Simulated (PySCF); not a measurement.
**Cost of excited-state runs on SMILES FC(C(=C)C(=O)F)(F)F, C4H2F4O**

Geometry:
```json
{"atom": "C1", "x (Å)": "-1.017", "y (Å)": "-1.047", "z (Å)": "-0.330"}
{"atom": "C2", "x (Å)": "-0.193", "y (Å)": "-0.034", "z (Å)": "-0.080"}
{"atom": "C3", "x (Å)": "-0.526", "y (Å)": "1.384", "z (Å)": "-0.337"}
{"atom": "O4", "x (Å)": "0.131", "y (Å)": "2.345", "z (Å)": "-0.156"}
{"atom": "F5", "x (Å)": "-1.778", "y (Å)": "1.501", "z (Å)": "-0.851"}
{"atom": "C6", "x (Å)": "1.189", "y (Å)": "-0.245", "z (Å)": "0.505"}
{"atom": "F7", "x (Å)": "1.451", "y (Å)": "-1.544", "z (Å)": "0.704"}
{"atom": "F8", "x (Å)": "1.328", "y (Å)": "0.360", "z (Å)": "1.688"}
{"atom": "F9", "x (Å)": "2.149", "y (Å)": "0.222", "z (Å)": "-0.298"}
{"atom": "H10", "x (Å)": "-0.733", "y (Å)": "-2.067", "z (Å)": "-0.127"}
{"atom": "H11", "x (Å)": "-1.996", "y (Å)": "-0.874", "z (Å)": "-0.745"}
```

PySCF with density fitting, on 1 thread of an Arm Neoverse V1, shared host. Command: `OMP_NUM_THREADS=1 python excited_run.py task.json out`

Problem. How long does each of these runs take, and how much memory?
- magnetisability and related constants, B3LYP/6-31G; usual settings
- magnetisability and related constants, HF/pcSseg-1; usual settings

Solution. 
```csv
run,level,basis functions,wall time,peak memory (GiB)
magnetisability and related constants,B3LYP/6-31G,85,17 s,0.51
magnetisability and related constants,HF/pcSseg-1,163,18 s,0.72
```
Times from a shared host are rough.
